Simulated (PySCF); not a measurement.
Species: C3H12NPSi2.
Atom-mapped SMILES: `[PH2:1][Si@H:2]1[CH2:3][CH2:4][CH2:5][NH:6][SiH2:7]1`

Cartesian coordinates in Å at the GFN2-xTB level; atoms count from 1:
```xyz
19
C3H12NPSi2 angstrom
P      2.470    1.873   -1.148
Si     0.990    0.910    0.258
C     -0.722    1.131   -0.582
C     -1.789    0.195   -0.017
C     -1.481   -1.294   -0.241
N     -0.514   -1.861    0.673
Si     1.143   -1.389    0.591
H      2.698    2.968   -0.342
H      3.562    1.204   -0.631
H      0.936    1.700    1.514
H     -1.074    2.160   -0.484
H     -0.625    0.944   -1.655
H     -2.749    0.416   -0.492
H     -1.903    0.372    1.056
H     -1.097   -1.428   -1.256
H     -2.409   -1.869   -0.158
H     -0.916   -2.035    1.580
H      1.725   -1.853    1.852
H      1.743   -2.134   -0.527
```

Definitions: NICS(0) = −σiso at the ring centroid; NICS(1) = −σiso and NICS(1)zz = −σzz at ±1 Å along the ring normal z. Level: GIAO PBE0/pcSseg-1 (PySCF, non-relativistic, gas phase) on the GFN2-xTB geometry, one conformer.

Ring bond lengths (Å), with Mayer bond orders in brackets: Si2–C3 1.920 (0.89), C3–C4 1.528 (1.04), C4–C5 1.537 (1.01), C5–N6 1.447 (0.97), N6–Si7 1.725 (0.97), Si7–Si2 2.328 (0.87).

**Question.** Give the NICS values of each ring in ppm.

**Answer.** 
```tsv
ring	type	NICS(0)	NICS(1), two faces	NICS(1)zz, two faces	rms pucker (Å)	centre to ring atoms, mean (Å)
Si2–C3–C4–C5–N6–Si7	6-membered ring with N and 2 Si; formal bonds all single	-0.2	-1.0 / -1.0	5.2 / 5.2	0.23	1.68
```

**Question.** What do they say, and how far can they be read as aromaticity?

**Answer.** 
- Si2–C3–C4–C5–N6–Si7: mean NICS(1)zz 5.2 ppm, deshielded. Si2, C3, C4, C5, Si7 have four or more neighbours, so the value isn't read as a sign of a π ring current.

**Question.** At the first NICS(1) probe listed for ring Si2–C3–C4–C5–N6–Si7, 1 Å off the ring, what do the in-plane components average?

**Answer.** The isotropic value is a third of the trace: (3 × -1.0 − (5.2))/2 = -4.1 ppm.

The run took 68 s wall on an Arm Neoverse N1 with one thread, shared host with 64 logical CPUs at a one-minute load of 61, and the process peaked at 0.92 GiB of memory. This is the whole shielding run at PBE0/pcSseg-1, SCF included.
